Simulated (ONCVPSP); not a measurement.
C (Z = 6), ONCV: configuration errors across variants

ONCVPSP 4.0.1 input, shortened (lines: element, Z, core and valence counts, functional; n l f; lmax; l rc ep ncon nbas qcut; lloc lpopt rc5 dvloc0; l nproj debl; icmod fcfact rcfact), PBEsol, scalar-relativistic:

```
  C 6.00    1    2  -116133      upf
    1    0    2.00
    2    0    1.00
    2    1    3.00
    1
    0    1.25    0.00    4    7    5.60
    1    1.80    0.00    4    7    8.80
    4    5    0.80    0.00
    0    1    2.20
    1    2    1.50
    0    0.00    0.00
```

All-electron excitation energies from the reference (eV): (1) 2s2 2p2 -8.427; (2) 2s2 2p1 2.362; (3) 2s2 2p0 26.381; (4) 2s1 2p2 11.075.

Errors AE − PS in meV (a dash: test not solved or not reliable):

| change | (1) | (2) | (3) | (4) | bound ghosts | GHOST(+) flags above zero |
| --- | --- | --- | --- | --- | --- | --- |
| base | +4.5 | +47 | +253 | +8.1 | none | none |
| all radii scaled by about 0.81 (s 1.02, p 1.46 bohr); local potential polynomial inside 0.64 bohr (lpopt 5, dvloc0 0 Ha) | +3.0 | +26 | +161 | +4.2 | none | none |
| all radii scaled by about 1.16 (s 1.46, p 2.08 bohr); local potential polynomial inside 0.92 bohr (lpopt 5, dvloc0 0 Ha) | +7.4 | +78 | +386 | +14 | none | none |
| all radii scaled by about 1.25 (s 1.56, p 2.24 bohr); local potential polynomial inside 1.00 bohr (lpopt 5, dvloc0 0 Ha) | +7.8 | +97 | +473 | +19 | none | none |
| all radii scaled by about 1.30 (s 1.62, p 2.34 bohr); local potential polynomial inside 1.04 bohr (lpopt 5, dvloc0 0 Ha) | +7.1 | +115 | +563 | +24 | none | none |

Problem. Give the same row for: all radii scaled by about 0.88 (s 1.10, p 1.58 bohr); local potential polynomial inside 0.70 bohr (lpopt 5, dvloc0 0 Ha).

Solution. +3.3, +31, +186, +5.3; bound ghosts: none; GHOST(+) flags above zero: none.
